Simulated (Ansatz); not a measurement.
C₄H₂F₂, SMILES F/C=C(\C#C)F.

Geometry optimised at PBE0-D3(BJ)/def2-SVP. The structure was generated by enumeration; whether it is a known compound was not checked.

Two levels are set side by side: PBE/def2-SVPD (Ansatz, a quantum-chemistry and plane-wave program) and PBE0/def2-SVPD (Ansatz). Energy differences of separate SCF runs at the same geometry; the states with an electron removed or added have multiplicity 2 and 2. Differences are taken from unrounded values.

```json
[
 {"quantity": "vertical ionisation energy (eV)", "PBE0": "9.46"},
 {"quantity": "vertical singlet–triplet gap (eV)", "PBE0": "3.29"}
]
```

### Question
What does PBE give, and how far is it from PBE0? (Estimate from the structure and the level; the computed values follow.)

### Answer

| quantity | PBE | PBE minus PBE0 |
|---|---|---|
| vertical ionisation energy (eV) | 9.28 | -0.18 |
| vertical singlet–triplet gap (eV) | 3.30 | 0.00 |

On these quantities the two levels nearly agree.
